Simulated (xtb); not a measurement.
A run for xtb: GFN2-xTB on H3NPbS (SMILES [NH2][Pb][SH]), a point of a torsion scan.

```
$ xtb mol.xyz --gfn 2 --opt vtight --chrg 0 --uhf 0 --input xcontrol
6

N     -1.57133566    -0.08669680    -0.13674812
Pb     0.16316954    -1.03772647     0.71747196
S      2.27315321    -0.42528761    -0.39395047
H     -2.33695380    -0.10775975     0.56682696
H     -1.32432966     0.93423658    -0.23616962
H      2.79910310     0.71995161     0.25909911
$constrain
  force constant=1.0
  dihedral: 1,2,3,6,90.0
$end
```

The log:

```
[...]
           -------------------------------------------------
          |                Calculation Setup                |
           -------------------------------------------------



           -------------------------------------------------
          |                 G F N 2 - x T B                 |
           -------------------------------------------------

        Reference                      10.1021/acs.jctc.8b01176
      * Hamiltonian:
        H0-scaling (s, p, d)           1.850000    2.230000    2.230000
        zeta-weighting                 0.500000
      * Dispersion:
        s8                             2.700000
        a1                             0.520000
        a2                             5.000000
        s9                             5.000000
      * Repulsion:
        kExp                           1.500000    1.000000
        rExp                           1.000000
      * Coulomb:
        alpha                          2.000000
        third order                    shell-resolved
        anisotropic                    true
        a3                             3.000000
        a5                             4.000000
        cn-shift                       1.200000
        cn-exp                         4.000000
        max-rad                        5.000000


          ...................................................
          :                      SETUP                      :
          :.................................................:
          :  # basis functions                  21          :
          :  # atomic orbitals                  20          :
          :  # shells                           10          :
          :  # electrons                        18          :
          :  max. iterations                   250          :
          :  Hamiltonian                  GFN2-xTB          :
          :  restarted?                      false          :
          :  GBSA solvation                  false          :
          :  PC potential                    false          :
          :  electronic temp.          300.0000000     K    :
          :  accuracy                    1.0000000          :
          :  -> integral cutoff          0.2500000E+02      :
          :  -> integral neglect         0.1000000E-07      :
          :  -> SCF convergence          0.1000000E-05 Eh   :
          :  -> wf. convergence          0.1000000E-03 e    :
          :  Broyden damping             0.4000000          :
          :  net charge                          0          :
          :  unpaired electrons                  0          :
          ...................................................

 iter      E             dE          RMSdq      gap      omega  full diag
   1    -10.0026459 -0.100026E+02  0.883E+00    2.03       0.0  T
   2    -10.0204229 -0.177770E-01  0.571E+00    2.20       1.0  T
   3    -10.0234305 -0.300762E-02  0.322E+00    1.86       1.0  T
   4    -10.0229878  0.442660E-03  0.151E+00    1.84       1.0  T
   5    -10.0244563 -0.146847E-02  0.166E-01    1.85       1.0  T
   6    -10.0244597 -0.340489E-05  0.915E-02    1.83       1.0  T
   7    -10.0244618 -0.210399E-05  0.180E-02    1.85       2.3  T
   8    -10.0244619 -0.115416E-06  0.670E-03    1.84       6.1  T
   9    -10.0244620 -0.207622E-07  0.126E-03    1.84      32.5  T
  10    -10.0244620 -0.181780E-09  0.426E-04    1.84      95.8  T
  11    -10.0244620 -0.731344E-10  0.261E-04    1.84     156.3  T

   *** convergence criteria satisfied after 11 iterations ***

         #    Occupation            Energy/Eh            Energy/eV
      -------------------------------------------------------------
         1        2.0000           -0.8811094             -23.9762
       ...           ...                  ...                  ...
         3        2.0000           -0.5688934             -15.4804
         4        2.0000           -0.4881986             -13.2846
         5        2.0000           -0.4632345             -12.6053
         6        2.0000           -0.4363087             -11.8726
         7        2.0000           -0.3890317             -10.5861
         8        2.0000           -0.3741315             -10.1806
         9        2.0000           -0.3497745              -9.5178 (HOMO)
        10                         -0.2820306              -7.6744 (LUMO)
        11                         -0.1669482              -4.5429
        12                         -0.1515492              -4.1239
        13                         -0.0617419              -1.6801
        14                          0.0169649               0.4616
       ...                                ...                  ...
        20                          0.3502054               9.5296
      -------------------------------------------------------------
                  HL-Gap            0.0677439 Eh            1.8434 eV
             Fermi-level           -0.3159026 Eh           -8.5961 eV

 SCC (total)  
[...]
  -0.3769461             -10.2572
         9        2.0000           -0.3392737              -9.2321 (HOMO)
        10                         -0.2679199              -7.2905 (LUMO)
        11                         -0.1402486              -3.8164
        12                         -0.1167632              -3.1773
        13                         -0.1060554              -2.8859
        14                          0.0239031               0.6504
       ...                                ...                  ...
        20                          0.5175601              14.0835
      -------------------------------------------------------------
                  HL-Gap            0.0713538 Eh            1.9416 eV
             Fermi-level           -0.3035968 Eh           -8.2613 eV

 SCC (total)                   0 d,  0 h,  0 min,  0.002 sec
 SCC setup                      ...        0 min,  0.000 sec (  2.175%)
 Dispersion                     ...        0 min,  0.000 sec (  0.591%)
 classical contributions        ...        0 min,  0.000 sec (  0.291%)
 integral evaluation            ...        0 min,  0.001 sec ( 27.800%)
 iterations                     ...        0 min,  0.001 sec ( 21.684%)
 molecular gradient             ...        0 min,  0.001 sec ( 43.369%)
 printout                       ...        0 min,  0.000 sec (  3.620%)

         :::::::::::::::::::::::::::::::::::::::::::::::::::::
         ::                     SUMMARY                     ::
         :::::::::::::::::::::::::::::::::::::::::::::::::::::
         :: total energy             -10.018839018791 Eh    ::
         :: gradient norm              0.000152212616 Eh/a0 ::
         :: HOMO-LUMO gap              1.941635121603 eV    ::
         ::.................................................::
         :: SCC energy               -10.070103024236 Eh    ::
         :: -> isotropic ES            0.047572122497 Eh    ::
         :: -> anisotropic ES          0.002928312897 Eh    ::
         :: -> anisotropic XC          0.004184507747 Eh    ::
         :: -> dispersion             -0.003259785911 Eh    ::
         :: repulsion energy           0.051263392677 Eh    ::
         :: add. restraining           0.000000612768 Eh    ::
         :: total charge              -0.000000000000 e     ::
         :::::::::::::::::::::::::::::::::::::::::::::::::::::

           -------------------------------------------------
          |                Property Printout                |
           -------------------------------------------------

    * Orbital Energies and Occupations

         #    Occupation            Energy/Eh            Energy/eV
      -------------------------------------------------------------
         1        2.0000           -0.8779672             -23.8907
         2        2.0000           -0.6664799             -18.1358
         3        2.0000           -0.5767430             -15.6940
         4        2.0000           -0.4946806             -13.4609
         5        2.0000           -0.4542375             -12.3604
         6        2.0000           -0.4425183             -12.0415
         7        2.0000           -0.3807873             -10.3617
         8        2.0000           -0.3769461             -10.2572
         9        2.0000           -0.3392737              -9.2321 (HOMO)
        10                         -0.2679199              -7.2905 (LUMO)
        11                         -0.1402486              -3.8164
        12                         -0.1167632              -3.1773
        13                         -0.1060554              -2.8859
        14                          0.0239031               0.6504
        15                          0.0272570               0.7417
        16                          0.0475030               1.2926
        17                          0.0743580               2.0234
        18                          0.1622322               4.4146
        19                          0.2262461               6.1565
        20                          0.5175601              14.0835
      -------------------------------------------------------------
                  HL-Gap            0.0713538 Eh            1.9416 eV
             Fermi-level           -0.3035968 Eh           -8.2613 eV

     #   Z          covCN         q      C6AA      α(0)
     1   7 N        2.589    -0.466    32.285     8.439
     2  82 Pb       1.777     0.563   426.869    43.109
     3  16 S        1.832    -0.551   166.126    21.694
     4   1 H        0.861     0.141     1.464     1.895
     5   1 H        0.861     0.158     1.347     1.818
     6   1 H        0.923     0.155     1.357     1.821

 Mol. C6AA /au·bohr⁶  :       1805.379188
 Mol. C8AA /au·bohr⁸  :     149938.401790
 Mol. α(0) /au        :         78.776226
Note: The following floating-point exceptions are signalling: IEEE_UNDERFLOW_FLAG IEEE_DENORMAL
normal termination of xtb


Wiberg/Mayer (AO) data.
largest (>0.10) Wiberg bond orders for each atom

 ---------------------------------------------------------------------------
     #   Z sym  total        # sym  WBO       # sym  WBO       # sym  WBO
 ---------------------------------------------------------------------------
     1   7 N    3.231 --     2 Pb   1.259     4 H    0.968     5 H    0.966
     2  82 Pb   2.148 --     1 N    1.259     3 S    0.853
     3  16 S    1.840 --     6 H    0.948     2 Pb   0.853
     4   1 H    0.980 --     1 N    0.968
     5   1 H    0.975 --     1 N    0.966
     6   1 H    0.976 --     3 S    0.948
 ---------------------------------------------------------------------------

Topologies differ in total number of bonds
Writing topology from bond orders to xtbtopo.mol

molecular dipole:
                 x           y           z       tot (Debye)
 q only:       -1.106      -0.423       1.475
   full:       -1.439      -0.456       1.793       5.956
molecular quadrupole (traceless):
                xx          xy          yy          xz          yz          zz
 q only:       -7.213       2.707       3.836       4.136      -4.461       3.377
  q+dip:       -8.846       2.769       4.860       6.017      -6.096       3.986
   full:       -9.292       3.635       5.149       5.666      -4.631       4.143

           -------------------------------------------------
          |                Geometry Summary                 |
           -------------------------------------------------

      molecular mass/u    :      256.3122209
   center of mass at/Å    :        0.2970628      -0.9573505       0.8406249
  moments of inertia/u·Å² :        0.7181585E+02   0.1999868E+03   0.2684403E+03
rotational constants/cm⁻¹ :        0.2347342E+00   0.8429373E-01   0.6279844E-01

 * 4 selected distances

     #   Z          #   Z                                           value/Å
     1   7 N        2  82 Pb                                      2.1214808 (max)
     1   7 N        4   1 H                                       1.0077028
     1   7 N        5   1 H                                       1.0073403 (min)
     3  16 S        6   1 H                                       1.3233308

 * 3 distinct bonds (by element types)

   Z      Z             #   av. dist./Å        max./Å        min./Å
   1 H    7 N           2     1.0075216     1.0077028     1.0073403
   1 H   16 S           1     1.3233308     1.3233308     1.3233308
   7 N   82 Pb          1     2.1214808     2.1214808     2.1214808


optimized geometry written to: xtbopt.xyz


           -------------------------------------------------
          | TOTAL ENERGY              -10.018839018791 Eh   |
          | GRADIENT NORM               0.000152212616 Eh/α |
          | HOMO-LUMO GAP               1.941635121603 eV   |
           -------------------------------------------------

------------------------------------------------------------------------
------------------------------------------------------------------------
 total:
 SCF:
 ANC optimizer:
```

The run finished.

Warnings raised: the energy holds the restraint's term.

Cost: around 0.11 core-seconds (rough).
